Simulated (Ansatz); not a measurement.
Reaction (redistribution): `C#C[Si](Cl)(Cl)Cl` + `N#[C][GeH3]` → `N#C[Si](Cl)(Cl)Cl` + `C#[C][GeH3]`

Calculated with Ansatz (gas phase, PBE0-D4/def2-TZVP geometries, no zero-point term in ΔE). CBS: MP2 limit from def2 TZ/QZ plus the TZ coupled-cluster correction, frozen cores. DFT in def2-TZVPP. For Ge outer-core shells are correlated without core-valence functions, which leaves a few kJ/mol of doubt a bond. Scalar relativity is left out up to krypton.

Task: Is it downhill or uphill in electronic energy at CCSD(T)/CBS, and by how much? (An estimate is asked.)

Result: The calculation gave: Uphill: ΔE = +20.6 kJ/mol.

Task: What do these levels give: ωB97X-V, ωB97M-V, revPBE, BLYP, SCS-MP2/def2-QZVPP, CCSD/CBS(def2)? (An estimate is asked.)

Result: Computed: ωB97X-V 20.9, ωB97M-V 20.9, revPBE 19.4, BLYP 20.2, SCS-MP2/def2-QZVPP 20.3, CCSD/CBS(def2) 21.0 kJ/mol.

Task: What do rigid-rotor, harmonic-oscillator terms from PBE0-D4/def2-TZVP frequencies (298.15 K, 1 bar) make of the CCSD(T)/CBS value? (An estimate is asked.)

Result: The calculation gave: ΔZPE = -0.4 kJ/mol, ΔH = +20.1 kJ/mol, ΔS = 0 J/(mol·K), ΔG = +20.2 kJ/mol.

Largest T1 diagnostic among the species: 0.013.

Leaving LDA and LC-ωPBE aside and taking each functional with its dispersion term where it has one, the values, not all of them listed here, spread over 2.8 kJ/mol, from revPBE-D4 to BHLYP-D4. In def2-TZVPP, CCSD(T) changes the Hartree–Fock value by −4.0 kJ/mol (the triples alone add −0.4 kJ/mol) and MP2 by −3.6 kJ/mol.
